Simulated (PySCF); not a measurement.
PySCF job for ClSi, SMILES Cl[Si] (connectivity only; charge and spin as stated), neutral, multiplicity 2, SMD-PBE0/6-31G*. Geometry optimised at B3LYP-D3(BJ)/def2-TZVPD.

```python
import numpy as np
from pyscf import gto, scf, dft
from pyscf.solvent import smd

mol = gto.M(
    atom='''
    Si    0.00000000    0.00000000   -1.14316510
    Cl    0.00000000    0.00000000    0.94143009
    ''',
    basis='6-31G*',
    charge=0,
    spin=1,
    max_memory=1600,
    verbose=3,
)
mf = dft.UKS(mol, xc='pbe0').density_fit(auxbasis='def2-universal-jkfit')
mf.grids.level = 3
mf.conv_tol = 1e-9
mf.max_cycle = 100
mf.kernel()
fine, coarse = mf.grids, dft.Grids(mol).set(level=1).build(with_non0tab=True)
for _ in range(3):  # follow internal instabilities
    mf.grids = coarse
    mo, _, stable, _ = mf.stability(return_status=True, nroots=4)
    mf.grids = fine
    if stable:
        break
    mf.kernel(mf.make_rdm1(mo, mf.mo_occ))
res = {}
for name in ['water', 'n-hexane', 'diethylether']:
    s = mf.SMD()
    s.with_solvent.solvent, s.with_solvent.sasa_ng = name, 302
    s.kernel(mf.make_rdm1())
    res[name] = (s.e_tot, s.with_solvent.get_cds(), s.dip_moment(), s.mo_energy, s.converged)
    print(f'SMD {name}: dG(solv) = {(s.e_tot - mf.e_tot) * 627.509474:.3f} kcal/mol, of which CDS {res[name][1] * 627.509474:.3f}')
```

Program output:

```

WARN: HOMO -0.112084784551032 >= LUMO -0.11208478455103

converged SCF energy = -749.349634162116  <S^2> = 0.7542049  2S+1 = 2.0042005
<class 'pyscf.df.df_jk.DFUKS'> wavefunction is stable in the internal stability analysis
converged SCF energy = -749.351448093318  <S^2> = 0.75419048  2S+1 = 2.0041861
Dipole moment(X, Y, Z, Debye): -0.00000,  0.00000, -1.47319
SMD water: dG(solv) = -1.138 kcal/mol, of which CDS 0.372
converged SCF energy = -749.353505827627  <S^2> = 0.75419951  2S+1 = 2.0041951
Dipole moment(X, Y, Z, Debye): -0.00000, -0.00000, -1.26045
SMD n-hexane: dG(solv) = -2.430 kcal/mol, of which CDS -1.899
converged SCF energy = -749.35430553717  <S^2> = 0.75419492  2S+1 = 2.0041905
Dipole moment(X, Y, Z, Debye):  0.00000, -0.00000, -1.36828
SMD diethylether: dG(solv) = -2.931 kcal/mol, of which CDS -1.916
```

Self-consistency was reached.

Cost: roughly 7 core-seconds.
